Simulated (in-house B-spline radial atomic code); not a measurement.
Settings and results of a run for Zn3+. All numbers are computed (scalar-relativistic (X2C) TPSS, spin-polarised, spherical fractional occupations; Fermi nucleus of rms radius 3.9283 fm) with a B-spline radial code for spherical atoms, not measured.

Command:
```bash
python run_scf.py task.json out
```
Settings (nuclear radius in fm, mass in u):
```
Z                30
configuration    [Ar] 3d9
hamiltonian      x2c
method           tpss,tpss
spin_polarised   True
nucleus          fermi
rms_radius       3.9283
atomic_mass      63.92914
speed_of_light   137.035999084
```

Output (hartree, bohr):
```
 radial grid: 68 intervals, B-splines of order 8, outer radius 18.6486 bohr

 iter        energy (Eh)    residual
    1       -1793.485272    4.33e-02
    2       -1793.487129    1.01e-03
    3       -1793.487136    2.92e-04
    4       -1793.487137    1.79e-04
    5       -1793.487138    4.33e-05
    6       -1793.487138    3.94e-05
    7       -1793.487138    5.71e-06
    8       -1793.487138    4.11e-08

 total energy                     -1793.48714
 kinetic                            1826.6169
 electron-nucleus                  -4285.2783
 Hartree                             736.1233
 exchange-correlation                -70.9491

 orbital      occ     eigenvalue          <r>       <r^2>       <1/r>       r_max
 1s up      1.000      -351.8993    0.0499186  0.00336465     30.7719     0.03249
 1s down    1.000      -351.8993    0.0499185  0.00336464     30.7719     0.03249
 2s up      1.000       -44.2294       0.2257   0.0601691     6.67783       0.189
 2s down    1.000       -44.2077     0.225629    0.060129     6.68013       0.189
 2p up      3.000       -38.4900     0.198155   0.0481636     6.46924      0.1519
 2p down    3.000       -38.4723      0.19808   0.0481234     6.47118      0.1519
 3s up      1.000        -6.3536     0.677049    0.528881     2.11147      0.5869
 3s down    1.000        -6.3055     0.677713    0.529974     2.10879       0.587
 3p up      3.000        -4.6390     0.706057    0.586844     1.95015      0.5907
 3p down    3.000        -4.5916     0.707177    0.588867     1.94687       0.591
 3d up      5.000        -1.8800     0.816714     0.85023     1.60307      0.5588
 3d down    4.000        -1.8351     0.822984    0.865481     1.59488        0.56
```

Cost of the run: 0.7 s on 1 thread of Arm Neoverse N1, with other jobs on the host.

One-electron X2C: radii and densities carry no picture-change correction, so inner-shell <1/r> comes out high (for 1s by about 2 % at Z = 33, 5 % at 54, 10 % at 75, 30 % at 118) and <r> low.
